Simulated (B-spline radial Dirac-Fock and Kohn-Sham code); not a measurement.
Isotope-shift constants of the inner levels of Tm³⁺

System: Tm³⁺ in the configuration [Xe] 4f12.

These are calculated numbers from a B-spline atomic structure program; the model is first-order field-shift and mass-shift constants from Dirac-Fock ground and hole states with a Fermi nucleus; the mass shift has no relativistic recoil terms. A binding energy shifts by δE = F·δ⟨r²⟩ + (K_N + K_S)·δ(1/M); F is taken for a change of radius at fixed skin thickness and so holds the higher radial moments.

| level | F (meV/fm²) |
| --- | --- |
| K (1s) | -518.4 |
| L1 (2s) | -70.36 |
| L2 (2p1/2) | -0.02385 |
| L3 (2p3/2) | 3.095 |
| M1 (3s) | -15.50 |
| M2 (3p1/2) | 0.02134 |
| M3 (3p3/2) | 0.8123 |
| M4 (3d3/2) | 0.7483 |
| M5 (3d5/2) | 0.7157 |

The mass shift is not given and not included below: at this Z its relativistic corrections are large. It matters little for K lines but can be comparable with the field shift of L lines.

Field shifts alone in meV from A = 169 (mass 168.9342 u, rms radius 5.2256 fm); radii from Angeli and Marinova (2013).

| A | mass (u) | radius (fm) | Kα1 | Kα2 | Kβ1 | Lα1 |
| --- | --- | --- | --- | --- | --- | --- |
| 153 | 152.9421 | 5.0643 | ? | ? | ? | ? |
| 154 | 153.9416 | 5.0755 | +806.3 | +801.5 | +802.8 | -3.7 |
| 156 | 155.9390 | 5.0976 | +689.1 | +684.9 | +686.0 | -3.1 |
| 157 | 156.9370 | 5.114 | +601.7 | +598.1 | +599.1 | -2.7 |
| 161 | 160.9335 | 5.1616 | +346.7 | +344.6 | +345.1 | -1.6 |
| 164 | 163.9335 | 5.1906 | +190.1 | +189.0 | +189.3 | -0.9 |
| 165 | 164.9324 | 5.2004 | +137.0 | +136.2 | +136.4 | -0.6 |
| 166 | 165.9336 | 5.2046 | +114.2 | +113.5 | +113.7 | -0.5 |
| 168 | 167.9342 | 5.217 | +46.8 | +46.6 | +46.6 | -0.2 |
| 170 | 169.9358 | 5.2303 | -25.6 | -25.5 | -25.5 | +0.1 |

Task: What are the shifts for A = 153?

Result: Kα1 +865.5 meV; Kα2 +860.3 meV; Kβ1 +861.7 meV; Lα1 -3.9 meV.
